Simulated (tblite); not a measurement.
Give a GFN2-xTB geometry of `N[Si@H]([SiH3])CCF`.

Z-matrix in Å and degrees, rows numbered from 1:
```
N 
Si  1  1.7216
Si  2  2.3041  1  107.76
C   2  1.9142  1  104.63  3  -119.39
C   4  1.5143  2  113.52  1   -72.47
F   5  1.3797  4  110.97  2    60.09
H   1  1.0066  2  120.06  3   -57.17
H   1  1.0087  2  119.01  3   162.01
H   2  1.4854  1  114.53  3   126.88
H   3  1.4667  2  111.02  1    79.24
H   3  1.4667  2  112.48  1  -162.10
H   3  1.4652  2  114.84  1   -40.82
H   4  1.0900  2  109.88  1    49.48
H   4  1.0892  2  110.18  1   167.24
H   5  1.0947  4  111.55  2   -57.99
H   5  1.0965  4  112.44  2   178.44
```

Of the pairs four or more bonds apart, those above aside, N1···F6 is among the closest relative to their van der Waals radii: 3.05 Å, 101 % of the sum of Bondi's values. H8 on N1 lies 2.39 Å from F6, 5 bonds away (angle at H 122°; Bondi radii sum to 2.67 Å). N1 (silicon-bound nitrogen) has angles 120.1°, 119.0° and 110.1°, sum 349.2°, 0.23 Å off the plane of its three neighbours. Si3 (SiH3 silicon) is distorted tetrahedral (angles from 105.9° to 114.8°).

The geometry is computed with GFN2-xTB (gas phase).

Point group: C1 (no symmetry element, even within 0.4 Å). Its GFN2-xTB frequencies are all real (lowest 26 cm⁻¹). One conformer, not necessarily the lowest (H–N1–Si2–Si3 -57° and 162°, N1–Si2–C4–C5 -72°, Si2–C4–C5–F6 60°). 3 starts were optimised and ended at 0.00, 0.01 and 1.51 kcal/mol (GFN2-xTB); the lowest of these is shown.
